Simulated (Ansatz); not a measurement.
A run on C₂H₅BCl₂O with other settings.

```yaml
crystal:
  periodic: [false, false, false]
  atoms:
    - {symbol: C, position_ang: [0.371770, -1.268826, -0.941898]}
    - {symbol: B, position_ang: [0.003896, -0.533321, 0.409552]}
    - {symbol: C, position_ang: [-0.392656, 0.996838, 0.342944]}
    - {symbol: O, position_ang: [-1.144024, 1.555530, 1.227216]}
    - {symbol: Cl, position_ang: [1.574112, 0.121952, 1.364292]}
    - {symbol: Cl, position_ang: [0.150137, 2.052844, -0.891405]}
    - {symbol: H, position_ang: [1.037005, -0.689285, -1.587973]}
    - {symbol: H, position_ang: [-0.531409, -1.506746, -1.514409]}
    - {symbol: H, position_ang: [0.869207, -2.217713, -0.725819]}
    - {symbol: H, position_ang: [-0.708531, -1.090009, 1.201711]}
    - {symbol: H, position_ang: [-1.164207, 2.521836, 1.136389]}
basis:
  gaussian: {orbitals: def2-SVPD}
hamiltonian: {xc: {name: B97}}
output: {forces: true}
```

```sh
$ ansatz run in.yaml --threads 4 --pin off --events-out ev --progress --plain --max-ram 10444MiB
```

Shortened log:

```
Functional definition: B97
1554 factors; their error is unknown
mean field evaluation 1: about -29900.7026 eV, gradient 5.8e1 eV
mean field evaluation 2: about -29891.6700 eV, gradient 8.5e1 eV
mean field evaluation 4: about -29908.4212 eV, gradient 5.7e0 eV
mean field evaluation 8: about -29908.4959 eV, gradient 1.3e-1 eV
mean field evaluation 16: about -29908.5935 eV, gradient 2.3e-4 eV
mean field -29908.59349946 eV, -1099.1205383324 hartree, gradient 6.8e-5 eV, S^2 0.000000; 0 other end points of the search recorded, 0 dependent functions left out
reference -29908.59353536 eV, -1099.1205396517 hartree; 32, 32 occupied and 145, 145 virtual orbitals, 1554 factors
Total energy: -29908.59353536 eV, -1099.1205396517 hartree
Atom 0 at     0.371770    -1.268826    -0.941898 Å, force    -0.017444    -0.024667     0.023217 eV/Å
Atom 1 at     0.003896    -0.533321     0.409552 Å, force    -0.141535    -0.114558    -0.093230 eV/Å
Atom 2 at    -0.392656     0.996838     0.342944 Å, force    -0.184553    -0.319124     0.210707 eV/Å
Atom 3 at    -1.144024     1.555530     1.227216 Å, force    -0.210884     0.132286     0.223755 eV/Å
Atom 4 at     1.574112     0.121952     1.364292 Å, force     0.459125     0.029328     0.293249 eV/Å
Atom 5 at     0.150137     2.052844    -0.891405 Å, force     0.220954     0.491152    -0.572986 eV/Å
Atom 6 at     1.037005    -0.689285    -1.587973 Å, force     0.188787     0.148005    -0.189088 eV/Å
Atom 7 at    -0.531409    -1.506746    -1.514409 Å, force    -0.251282    -0.068784    -0.162033 eV/Å
Atom 8 at     0.869207    -2.217713    -0.725819 Å, force     0.143178    -0.279891     0.053088 eV/Å
Atom 9 at    -0.708531    -1.090009     1.201711 Å, force    -0.128462    -0.118418     0.146604 eV/Å
Atom 10 at    -1.164207     2.521836     1.136389 Å, force    -0.077883     0.124671     0.066719 eV/Å
Dipole moment:    -0.476453     0.781015    -0.197084 e Å
```

It took 5.5 s on 4 threads of an AMD EPYC 7B13 on a shared host, with 0.6 GiB of host memory at the peak.
